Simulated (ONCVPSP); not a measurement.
**Pb: excitation energies, all-electron against ONCV**

* Element: lead
* Generator: ONCVPSP 4.0.1
* Type: optimised norm-conserving Vanderbilt (ONCV)
* Functional: PBEsol
* Relativity: fully relativistic
* Frozen core: [Kr] 4d10 4f14
* Valence charge: 22
* Reference configuration: 5s2 5p6 5d10 6s2 6p2
* Partial waves: 5s+6s: rc 1.55 bohr, ncon 4, nbas 9, qcut 8.9 1/bohr, 2 projectors; 5p+6p: rc 1.80 bohr, ncon 4, nbas 8, qcut 6.2 1/bohr, 3 projectors, debl 4 Ha; 5d: rc 1.95 bohr, ncon 3, nbas 7, qcut 9.1 1/bohr, 1 projector
* Local potential: polynomial inside 1.45 bohr (lpopt 5, dvloc0 1 Ha)
* Core correction: Teter function, fcfact 7.1, rcfact 1.35

Open shells are filled in proportion to 2j + 1.

Energies are relative to the spin-unpolarised reference configuration 5s2 5p6 5d10 6s2 6p2; without spin polarisation the order of configurations can differ from experiment.

```csv
valence configuration,charge,ΔE all-electron (eV),error AE − PS (meV)
5s2 5p6 5d10 6s2 6p0,+2,20.331,-0.1
5s2 5p6 5d10 6s1 6p0,+3,52.807,-6.6
5s2 5p6 5d10 6s1 6p2,+1,16.123,-1.9
```

(1) What are ΔE and the potential's error for 5s2 5p6 5d10 6s2 6p1?

Results:

(1) ΔE = 6.722 eV all-electron; the error (AE − PS) is +0.1 meV.
